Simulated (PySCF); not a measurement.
Vibration and rotation of BiBr

UHF-CCSD(T) constants of BiBr, ³Σ⁻ (triplet), unpaired electrons π ↑↑ (Bi def2-SVP with ECP60, Br def2-SVP; scalar-relativistic core potentials (PySCF 2.14); masses 208.9804 and 78.9183 u):

```
ωe              : 219.5 cm⁻¹
ωexe            : 0.465 cm⁻¹
Be              : 0.04221 cm⁻¹
αe              : 0.000119 cm⁻¹
D (centrifugal) : 6.24e-09 cm⁻¹
De to Bi + Br   : 2.09 eV
```

(1) Give the vibrational terms G(v) and spacings up to v = 6.

(2) How well does the Morse estimate ωe²/(4ωexe) reproduce De, and what is D0?

Correlated steps freeze 13 core orbitals. Correlated levels converge slowly with the basis: in double zeta they bind strong bonds too weakly, by up to about 1 eV, and carry superposition errors of some tenths. Spin–orbit coupling is left out, which matters for elements this heavy, above all for dissociation energies. The state was picked by a PBE0 search and need not be the measured ground state.

Answers

(1) G(v) = ωe(v+½) − ωexe(v+½)².

```csv
v,G(v) (cm⁻¹),G(v) − G(v−1),Bv (cm⁻¹)
0,109.6,,0.04215
1,328.2,218.6,0.04203
2,545.8,217.6,0.04191
3,762.6,216.7,0.04179
4,978.3,215.8,0.04167
5,1193.2,214.8,0.04156
6,1407.1,213.9,0.04144
```

(2) It gives 3.21 eV, 154 % of the computed De. D0 = De − G(0) = 2.09 − 0.01 = 2.08 eV.
